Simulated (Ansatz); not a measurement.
Ansatz (a quantum-chemistry and plane-wave program) input (CCSD(T)/cc-pVDZ):

Ansatz 0.2 input:
```yaml
crystal:
  periodic: [false, false, false]
  atoms:
    - {symbol: C, position_ang: [2.47521776, -0.23631626, 0.06143040]}
    - {symbol: C, position_ang: [1.05306614, -0.59713455, -0.19520546]}
    - {symbol: C, position_ang: [-0.02459892, 0.27860613, -0.28011310]}
    - {symbol: C, position_ang: [0.08370452, 1.64867559, -0.14638399]}
    - {symbol: C, position_ang: [-1.40391634, -0.31855648, -0.48791023]}
    - {symbol: C, position_ang: [-2.10039745, -0.65111918, 0.83462509]}
    - {symbol: H, position_ang: [2.78530795, -0.54650707, 1.06656011]}
    - {symbol: H, position_ang: [3.14032873, -0.75046606, -0.63839414]}
    - {symbol: H, position_ang: [2.66154092, 0.83303317, -0.02380404]}
    - {symbol: H, position_ang: [0.84184722, -1.65585460, -0.30766686]}
    - {symbol: H, position_ang: [1.02597564, 2.14045666, 0.04585499]}
    - {symbol: H, position_ang: [-0.78920879, 2.28158767, -0.23130163]}
    - {symbol: H, position_ang: [-2.01967107, 0.38160622, -1.05696133]}
    - {symbol: H, position_ang: [-1.32018617, -1.22485896, -1.09238580]}
    - {symbol: H, position_ang: [-2.21877182, 0.24539964, 1.44596320]}
    - {symbol: H, position_ang: [-1.51552122, -1.37036840, 1.41132989]}
    - {symbol: H, position_ang: [-3.09009557, -1.07895998, 0.66214914]}
basis:
  gaussian:
    orbitals: cc-pVDZ
magnetization: {spin_polarized: true, initial_magnetization: 1}
correlation: {method: ccsd_t, electrons: outside_noble_gas}
```

End of the output:

```
integrals: 0.51 GiB planned
1260 factors; integrals over basis functions are off by at most 1.1e-3 eV
0.60 GiB of device memory are held for the factors and their scratch space
mean field: 0.92 GiB planned
mean field evaluation 1: about -6351.8761 eV, gradient 2.4e1 eV
mean field evaluation 2: about -6352.1393 eV, gradient 2.4e1 eV
mean field evaluation 4: about -6356.1380 eV, gradient 3.4e0 eV
mean field evaluation 8: about -6356.3741 eV, gradient 3.6e-1 eV
mean field evaluation 16: about -6351.8754 eV, gradient 2.4e1 eV
mean field -6356.37745517 eV, -233.5925629700 hartree, gradient 2.3e-6 eV, S^2 0.950993; 0 other end points of the search recorded, 0 dependent functions left out
6 core orbitals not correlated
reference -6356.37745517 eV, -233.5925629700 hartree; 18, 17 occupied and 115, 116 virtual orbitals, 1260 factors
second order -21.83703950 eV of doubles, -0.00000000 eV of singles
coupled cluster: 5.54 GiB planned
cycle   1  -23.31072568 eV  change    -1.5e0 eV  update   1.1e-1
cycle   2  -24.02847746 eV  change   -7.2e-1 eV  update   4.2e-2
cycle   3  -24.18998763 eV  change   -1.6e-1 eV  update   2.6e-2
cycle   4  -24.20633304 eV  change   -1.6e-2 eV  update   1.3e-2
cycle   5  -24.20643207 eV  change   -9.9e-5 eV  update   4.3e-3
cycle   6  -24.20719517 eV  change   -7.6e-4 eV  update   1.4e-3
cycle   7  -24.20731912 eV  change   -1.2e-4 eV  update   4.1e-4
cycle   8  -24.20736551 eV  change   -4.6e-5 eV  update   1.7e-4
cycle   9  -24.20736645 eV  change   -9.4e-7 eV  update   8.2e-5
cycle  10  -24.20737173 eV  change   -5.3e-6 eV  update   5.0e-5
cycle  11  -24.20739784 eV  change   -2.6e-5 eV  update   2.9e-5
coupled cluster: 5.54 GiB planned
perturbative correction -0.78549592 eV, -0.0288664427 hartree
Total energy: -6381.37034893 eV, -234.5110348749 hartree
```

It need not be the lowest isomer of its formula.

The determinant is spin-contaminated: <S^2> is 0.95 against 0.75 for a pure state.
